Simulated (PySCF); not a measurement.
Geometry:
```csv
atom,x (Å),y (Å),z (Å)
C1,2.126,-1.097,0.781
Si2,0.661,0.006,1.255
C3,-0.489,0.383,-0.236
C4,0.264,0.961,-1.434
C5,-1.604,1.349,0.167
C6,-1.116,-0.907,-0.627
N7,-0.862,-1.916,0.074
H8,2.688,-0.684,-0.050
H9,1.798,-2.092,0.505
H10,2.806,-1.189,1.622
H11,-0.115,-0.530,2.371
H12,1.202,1.321,1.662
H13,0.740,1.899,-1.158
H14,-0.413,1.154,-2.267
H15,1.033,0.271,-1.774
H16,-2.164,0.953,1.011
H17,-1.178,2.306,0.459
H18,-2.296,1.517,-0.659
H19,-1.776,-0.902,-1.507
H20,-1.310,-2.789,-0.199
```

[PySCF 2.14: GFN2-xTB geometry; PBE0/pcSseg-1 with gauge-including orbitals; non-relativistic; equivalent nuclei averaged; isolated molecule; a single conformation]

Referencing at the same level of theory: TMS for $^{13}$C (σref 186.93), $^{1}$H (σref 31.72), $^{29}$Si (σref 349.16); $^{15}$N (σref 267.73) vs NH3.

| atoms | nucleus | count | Hirshfeld charge | δ (ppm) |
| --- | --- | --- | --- | --- |
| H13/H14/H15/H16/H17/H18 | $^{1}$H | 6 | 0.04 | ? |
| H20 | $^{1}$H | 1 | 0.11 | 10.39 |
| C4/C5 | $^{13}$C | 2 | -0.12 | 23.6 |
| C6 | $^{13}$C | 1 | 0.06 | 187.6 |
| C3 | $^{13}$C | 1 | -0.07 | 36.1 |
| C1 | $^{13}$C | 1 | -0.22 | -7.0 |
| H19 | $^{1}$H | 1 | 0.04 | 8.12 |
| N7 | $^{15}$N | 1 | -0.19 | ? |
| Si2 | $^{29}$Si | 1 | 0.32 | ? |
| H11/H12 | $^{1}$H | 2 | -0.09 | 4.05 |
| H8/H9/H10 | $^{1}$H | 3 | 0.04 | 0.17 |

**Question.** Estimate the values marked ?.

**Answer.** 
- H13/H14/H15/H16/H17/H18: 1.14 ppm, hydrogen on a carbon bonded to C
- Si2: -34.8 ppm, silicon bonded to 2 C, 2 H
- N7: 343.8 ppm, nitrogen bonded to C, H

The OH or NH signal is concentration- and solvent-dependent in practice; the value given is the gas-phase one. Shifts are as computed. Against solution values, carbons near 30 ppm lie about +3 ppm off and those near 130 ppm about +5 ppm. Of 1211 compounds with measured shifts, 218 miss one by over three times the rms of a fit or turn the order of signals round; such compounds aren't used in these exercises. Experimental scales use liquid or dissolved standards, which lie at an offset from isolated NH3 (liquid NH3: subtract about 20 ppm). Unscaled 15N shifts of sp2 nitrogen come out 20 to 40 ppm too high even then.
